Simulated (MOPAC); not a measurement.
MOPAC input (AM1):

```
AM1 FORCE THERMO(298,298) PRECISE LET UHF MS=0.5 GEO-OK AUX(PRECISION=9) THREADS=1
CH2N

N     0.69212136 1    0.21759251 1    0.19721955 1
C    -0.45920127 1   -0.14436447 1   -0.13084842 1
H    -0.67519792 1   -1.11811684 1   -0.61971612 1
H    -1.36423988 1    0.47694278 1    0.03857696 1
```

Output:

```
 *******************************************************************************
 **                                                                           **
 **                              MOPAC v23.2.5                                **
 **                                                                           **
 *******************************************************************************
 ** MOPAC's Digital Object Identifier: https://doi.org/10.5281/zenodo.6511958 **
 **                                                                           **
 ** Please cite the open-source release paper for use of this MOPAC version:  **
 ** J. E. Moussa and J. J. P. Stewart (2026)                                  **
 ** MOPAC: An open-source semiempirical molecular orbital program             **
 ** J. Open Source Softw., 11(119), 8025, https://doi.org/10.21105/joss.08025 **
 *******************************************************************************

                              AM1 CALCULATION RESULTS

 *******************************************************************************
 *  AM1        - The AM1 Hamiltonian to be used
 *  GEO-OK     - OVERRIDE INTERATOMIC DISTANCE AND OTHER SAFETY CHECKS
 *  UHF        - UNRESTRICTED HARTREE-FOCK CALCULATION
 *  MS=        - IN MECI, MAGNETIC COMPONENT OF SPIN =  0.5
 *  LET        - OVERRIDE SOME SAFETY CHECKS
 *  PRECISE    - TIGHTER CRITERIA TO BE USED
 *  FORCE      - FORCE CALCULATION SPECIFIED
 *  AUX        - OUTPUT AUXILIARY INFORMATION
 *  THERMO     - THERMODYNAMIC QUANTITIES TO BE CALCULATED
 *******************************************************************************
AM1 FORCE THERMO(298,298) PRECISE LET UHF MS=0.5 GEO-OK AUX(PRECISION=9) THREADS=1
 CH2N

   ATOM   CHEMICAL          X               Y               Z
  NUMBER   SYMBOL      (ANGSTROMS)     (ANGSTROMS)     (ANGSTROMS)

     1       N          0.69212136  *   0.21759251  *   0.19721955  *
     2       C         -0.45920127  *  -0.14436447  *  -0.13084842  *
     3       H         -0.67519792  *  -1.11811684  *  -0.61971612  *
     4       H         -1.36423988  *   0.47694278  *   0.03857696  *

          CARTESIAN COORDINATES

    NO.       ATOM           X           Y           Z

     1         N          0.6921      0.2176      0.1972
     2         C         -0.4592     -0.1444     -0.1308
     3         H         -0.6752     -1.1181     -0.6197
     4         H         -1.3642      0.4769      0.0386

  H: (AM1): M.J.S. DEWAR ET AL, J. AM. CHEM. SOC. 107 3902-3909 (1985)
  C: (AM1): M.J.S. DEWAR ET AL, J. AM. CHEM. SOC. 107 3902-3909 (1985)
  N: (AM1): M.J.S. DEWAR ET AL, J. AM. CHEM. SOC. 107 3902-3909 (1985)

           Empirical Formula: C H2 N  =     4 atoms

      MOLECULAR POINT GROUP   :   C2v

          UHF CALCULATION, NO. OF ALPHA ELECTRONS =    6
                           NO. OF BETA  ELECTRONS =    5

          HEAT OF FORMATION =      52.239955 KCALS/MOLE

          CARTESIAN COORDINATE DERIVATIVES

   NUMBER  ATOM         X            Y            Z

     1       N     -0.001555    -0.000017     0.000001
     2       C      0.002570    -0.004366    -0.000002
     3       H      0.000940     0.001626     0.000001
     4       H     -0.001955     0.002757     0.000001

 DIPOLE           X         Y         Z       TOTAL
 POINT-CHG.     1.380     0.000    -0.000     1.380
 HYBRID         0.890    -0.000     0.000     0.890
 SUM            2.270     0.000    -0.000     2.270

          GRADIENT NORM =   0.00656

          MOLECULAR WEIGHT =   28.03

          ROTATIONAL CONSTANTS IN CM(-1)

          A =    9.68935816   B =    1.27806393   C =    1.12912761

           PRINCIPAL MOMENTS OF INERTIA IN UNITS OF 10**(-40)*GRAM-CM**2

          A =        2.8890   B =       21.9025   C =       24.7915

          ORIENTATION OF MOLECULE IN FORCE CALCULATION

    NO.       ATOM         X         Y         Z

     1          N      -0.6696   -0.0000    0.0000
     2          C       0.5811   -0.0000    0.0000
     3          H       1.1900    0.9290    0.0000
     4          H       1.1900   -0.9290   -0.0000

    FIRST DERIVATIVES WILL BE USED IN THE CALCULATION OF SECOND DERIVATIVES

    FOR POINT-GROUP C2v  THERE ARE   4 UNIQUE SYMMETRY FUNCTIONS.


(To convert to Hartree/Bohr^2, multiply by (10^(-21) x N x a0^2)/(4.184 x 627.51) =  0.0642)

           FORCE MATRIX IN MILLIDYNES/ANGSTROM

                  N  1       C  2       H  3       H  4
 ------------------------------------------------------
     N    1  14.941390
     C    2  13.517305  17.867972
     H    3   0.887948   4.409581   5.249374
     H    4   0.886674   4.410354   0.576965   5.249374

          HEAT OF FORMATION =      52.239955 KCALS/MOLE

          ZERO POINT ENERGY      16.112 KCAL/MOL

           NORMAL COORDINATE ANALYSIS (Total motion = 1 Angstrom)

   Root No.       1         2         3         4         5         6

                 1 B2      1 B1      1 A1      2 A1      2 B2      3 A1

                 861.8    1070.8    1299.3    1924.7    3024.4    3089.4

           1    0.0000    0.0000   -0.0271   -0.3054    0.0000    0.0001
           2   -0.0540   -0.0000   -0.0000   -0.0000   -0.0032   -0.0000
           3   -0.0000    0.0302    0.0000    0.0000   -0.0000    0.0000
           4   -0.0000   -0.0000   -0.0340    0.3364    0.0000   -0.0421
           5    0.0953    0.0000    0.0000    0.0000   -0.0597    0.0000
           6    0.0000   -0.1076   -0.0000   -0.0000   -0.0000   -0.0000
           7    0.3794    0.0000    0.3906    0.1176    0.2774    0.2505
           8   -0.1922   -0.0000   -0.2605    0.1350    0.3776    0.4082
           9   -0.0000    0.4311   -0.0000    0.0000    0.0000    0.0000
          10   -0.3794    0.0000    0.3906    0.1176   -0.2774    0.2505
          11   -0.1922   -0.0000    0.2605   -0.1350    0.3776   -0.4082
          12   -0.0000    0.4311    0.0000   -0.0000    0.0000   -0.0000

           MASS-WEIGHTED COORDINATE ANALYSIS (NORMAL COORDINATES)

   Root No.       1         2         3         4         5         6

                 1 B2      1 B1      1 A1      2 A1      2 B2      3 A1

                 861.8    1070.8    1299.3    1924.7    3024.4    3089.4

           1    0.0000    0.0000   -0.1479   -0.6917    0.0000    0.0004
           2   -0.2819   -0.0000   -0.0000   -0.0000   -0.0172   -0.0000
           3   -0.0000    0.1558    0.0000    0.0000   -0.0000    0.0000
           4   -0.0000   -0.0000   -0.1722    0.7056    0.0000   -0.2099
           5    0.4603    0.0000    0.0000    0.0000   -0.2967    0.0000
           6    0.0000   -0.5139   -0.0000   -0.0000   -0.0000   -0.0000
           7    0.5310    0.0000    0.5729    0.0715    0.3997    0.3616
           8   -0.2690   -0.0000   -0.3821    0.0820    0.5441    0.5893
           9   -0.0000    0.5965   -0.0000    0.0000    0.0000    0.0000
          10   -0.5310    0.0000    0.5729    0.0715   -0.3997    0.3616
          11   -0.2690   -0.0000    0.3821   -0.0820    0.5441   -0.5893
          12   -0.0000    0.5965    0.0000   -0.0000    0.0000   -0.0000

          DESCRIPTION OF VIBRATIONS

 VIBRATION          1    1B2         ATOM PAIR     ENERGY CONTRIBUTION    RADIAL
 FREQUENCY           861.77         C 2 -- H 3         +41.9% ( 88.0%)     12.5%
 TRANSITION DIPOLE   0.0700         C 2 -- H 4         +41.9% ( 88.0%)     12.5%
 TRAVEL (Ang.)       0.2981         N 1 -- C 2         +16.2% ( 54.6%)      0.0%
 REDUCED MASS        0.8805
 EFFECTIVE MASS      4.3196
 FORCE CONSTANT      0.3853

 VIBRATION          2    1B1         ATOM PAIR     ENERGY CONTRIBUTION    RADIAL
 FREQUENCY          1070.83         C 2 -- H 4         +45.1% ( 62.0%)      0.0%
 TRANSITION DIPOLE   0.7671         C 2 -- H 3         +45.1% ( 62.0%)      0.0%
 TRAVEL (Ang.)       0.2392         N 1 -- C 2          +9.7% ( 28.8%)      0.0%
 REDUCED MASS        1.1009
 EFFECTIVE MASS      2.9597
 FORCE CONSTANT      0.7438

 VIBRATION          3    1A1         ATOM PAIR     ENERGY CONTRIBUTION    RADIAL
 FREQUENCY          1299.31         C 2 -- H 4         +49.3% ( 59.9%)      1.1%
 TRANSITION DIPOLE   0.2647         C 2 -- H 3         +49.3% ( 59.9%)      1.1%
 TRAVEL (Ang.)       0.3321         N 1 -- C 2          +1.5% ( 10.4%)    100.0%
 REDUCED MASS        0.4706
 EFFECTIVE MASS      1.3378
 FORCE CONSTANT      0.4681

 VIBRATION          4    2A1         ATOM PAIR     ENERGY CONTRIBUTION    RADIAL
 FREQUENCY          1924.67         N 1 -- C 2         +63.3% (100.5%)    100.0%
 TRANSITION DIPOLE   0.6740         C 2 -- H 3         +18.4% ( 54.1%)     19.0%
 TRAVEL (Ang.)       0.0753         C 2 -- H 4         +18.4% ( 54.1%)     19.0%
 REDUCED MASS        6.1839
 EFFECTIVE MASS     12.8748
 FORCE CONSTANT     13.4967

 VIBRATION          5    2B2         ATOM PAIR     ENERGY CONTRIBUTION    RADIAL
 FREQUENCY          3024.35         C 2 -- H 3         +49.6% ( 72.4%)     98.1%
 TRANSITION DIPOLE   0.3447         C 2 -- H 4         +49.6% ( 72.4%)     98.1%
 TRAVEL (Ang.)       0.2087         N 1 -- C 2          +0.9% (  9.6%)      0.0%
 REDUCED MASS        0.5120
 EFFECTIVE MASS      1.5005
 FORCE CONSTANT      2.7590

 VIBRATION          6    3A1         ATOM PAIR     ENERGY CONTRIBUTION    RADIAL
 FREQUENCY          3089.37         C 2 -- H 3         +49.5% ( 69.4%)     96.4%
 TRANSITION DIPOLE   0.5103         C 2 -- H 4         +49.5% ( 69.4%)     96.4%
 TRAVEL (Ang.)       0.2124         N 1 -- C 2          +1.1% ( 10.4%)    100.0%
 REDUCED MASS        0.4838
 EFFECTIVE MASS      1.2906
 FORCE CONSTANT      2.7208

      SYMMETRY NUMBER FOR POINT-GROUP C2v =  2

          SYSTEM IS A GROUND STATE

 CH2N

          MOLECULE IS NOT LINEAR

          THERE ARE  6 GENUINE VIBRATIONS IN THIS SYSTEM
          THIS THERMODYNAMICS CALCULATION IS LIMITED TO
          MOLECULES WHICH HAVE NO INTERNAL ROTATIONS

                    CALCULATED THERMODYNAMIC PROPERTIES
                                          *
   TEMP. (K)   PARTITION FUNCTION   H.O.F.    ENTHALPY  HEAT CAPACITY ENTROPY
                                   KCAL/MOL   CAL/MOLE    CAL/K/MOL  CAL/K/MOL

 298.00  VIB.     0.1024D+01                    64.0740     1.0233     0.2615
         ROT.     0.7065D+03                   888.2803     2.9808    16.0174
         INT.     0.7232D+03                   952.3543     4.0041    16.2789
         TRA.     0.1435D+27                  1480.4672     4.9680    35.9248
         TOT.                       52.240    2432.8214     8.9721    52.2037

   *: NOTE: HEATS OF FORMATION ARE RELATIVE TO THE
            ELEMENTS IN THEIR STANDARD STATE AT 298K
              (=  Standard Enthalpy of Formation).

            Hvib:  Zero-point energy is not included.
                   frequencies of less than zero cm-1 are not included.
            Hrot = (3/2)RT
            Htra = (3/2)RT + pV = (5/2)RT

            Heat capacity is Cp, not Cv

          For more information, see: HTTP://OpenMOPAC.net/Manual/thermochemistry.html

           FORCE CONSTANT IN CARTESIAN COORDINATES (Millidynes/A)

    ATOM   CHEMICAL       X               Y               Z
   NUMBER   SYMBOL  FORCE CONSTANT  FORCE CONSTANT  FORCE CONSTANT

      1       N       14.931988        0.506234        0.229099
      2       C       16.380661        6.810119        2.142139
      3       H        2.073332        3.769397        0.243184
      4       H        2.073342        3.769387        0.243184

 **********************
 *                    *
 * JOB ENDED NORMALLY *
 *                    *
 **********************

 == MOPAC DONE ==
```
